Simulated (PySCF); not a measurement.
**Be⁺ (beryllium, charge +1) across methods**

[He] 2s1, 2S determinant. Computed with PySCF 2.14 in aug-cc-pVDZ, with no relativity, point nucleus. The B2PLYP total includes its PT2 part (frozen core); its orbital energies are those of the SCF part.

```tsv
method	E (hartree)	mean ε 1s α (eV)	mean ε 1s β (eV)	mean ε 2s α (eV)	Σ⟨r²⟩ (bohr²)	⟨S²⟩
B2PLYP	-14.3154	-130.39	-129.78	-16.374	6.631	0.750
wB97X	-14.3349	-125.51	-125.35	-17.598	6.701	0.750
revPBE	-14.3296	-118.17	-117.78	-14.517	6.634	0.750
r2SCAN0	-14.3236	-125.51	-125.08	-15.516	6.646	0.750
PBE0	-14.3040	-123.82	-123.28	-15.490	6.638	0.750
r2SCAN	-14.3231	-120.32	-120.02	-14.603	6.652	0.750
PBE	-14.2955	-118.00	-117.56	-14.501	6.645	0.750
LDA	-14.1109	-116.24	-115.81	-14.306	6.710	0.750
UHF	-14.27563	-140.54	-139.67	-18.092	6.713	0.750
```
